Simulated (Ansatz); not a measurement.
`C[SiH](N)[GeH3]` → `[CH3][GeH3]` + `N[SiH]`  (silylene formation by 1,1-elimination)

Gas-phase electronic energies from Ansatz, PBE0-D4/def2-TZVP geometries. CCSD(T)/CBS adds triple-zeta CCSD(T) − MP2 to the extrapolated MP2 energy (def2 sets, frozen cores). This one scheme is used for every species. Functionals use def2-TZVPP. B3LYP here is the variant with VWN-RPA as its local correlation; programs differ in this. HSE06 is defined as in plane-wave codes. For Ge outer-core shells are correlated without core-valence functions, which leaves a few kJ/mol of doubt a bond. Scalar relativity is left out up to krypton. Each species was taken in one conformer, which may not be the lowest.

```tsv
level	ΔE (kJ/mol)	difference from CCSD(T)/CBS
LDA (SPW92)	207.7	25.2
PBE-D4	186.8	4.3
BLYP-D4	166.0	-16.5
r2SCAN-D4	200.0	17.5
PBE0-D4	197.2	14.7
B3LYP-D4	177.6	-4.9
r2SCANh-D4	201.8	19.3
r2SCAN0-D4	204.2	21.7
HSE06-D4	196.9	14.4
BHLYP-D4	188.9	6.4
CAM-B3LYP-D4	181.9	-0.6
ωB97X-V	190.1	7.6
ωB97M-V	175.4	-7.1
B2PLYP	170.8	-11.7
PBE-QIDH	196.5	14.0
PBE	176.4	-6.1
revPBE	161.7	-20.8
BLYP	145.6	-36.9
r2SCAN	197.0	14.5
PBE0	187.9	5.4
B3LYP	161.2	-21.3
r2SCANh	198.5	16.0
r2SCAN0	200.7	18.2
HSE06	188.0	5.5
BHLYP	174.0	-8.5
CAM-B3LYP	172.0	-10.5
LC-ωPBE	197.3	14.8
RPA@PBE/def2-TZVPP	154.8	-27.7
HF/def2-SVP	153.4	-29.1
MP2/def2-SVP	167.7	-14.8
CCSD/def2-SVP	151.8	-30.7
CCSD(T)/def2-SVP	152.5	-30.0
HF/def2-TZVPP	161.4	-21.1
SCS-MP2/def2-TZVPP	174.4	-8.1
CCSD/def2-TZVPP	171.3	-11.2
HF/def2-QZVPP	161.6	-20.9
MP2/def2-QZVPP	191.8	9.3
SCS-MP2/def2-QZVPP	179.6	-2.9
HF/CBS(def2)	161.6	-20.9
CCSD/CBS(def2)	180.4	-2.1
CCSD(T)/CBS	182.5	0
```

Problem. What do rigid-rotor, harmonic-oscillator terms from PBE0-D4/def2-TZVP frequencies (298.15 K, 1 bar) make of the CCSD(T)/CBS value? (Estimate.)

Solution. The calculation gave: ΔZPE = -4.8 kJ/mol, ΔH = +177.7 kJ/mol, ΔS = 137 J/(mol·K), ΔG = +137.0 kJ/mol.

Largest T1 diagnostic among the species: 0.015.

From PBE to PBE0 (25 % exact exchange), in def2-TZVPP and without D4, ΔE moves by +11.4 kJ/mol. At CCSD(T), def2-SVP lies −30.0 kJ/mol from the extrapolated value and def2-TZVPP −9.1 kJ/mol. Leaving LDA and LC-ωPBE aside and taking each functional with its dispersion term where it has one, the values spread over 38.2 kJ/mol, from BLYP-D4 to r2SCAN0-D4. LDA lies +31.2 kJ/mol from PBE without D4.

CCSD(T)/CBS has its own doubt, a few kJ/mol and more with outer-core shells, so smaller differences from it don't rank the levels.
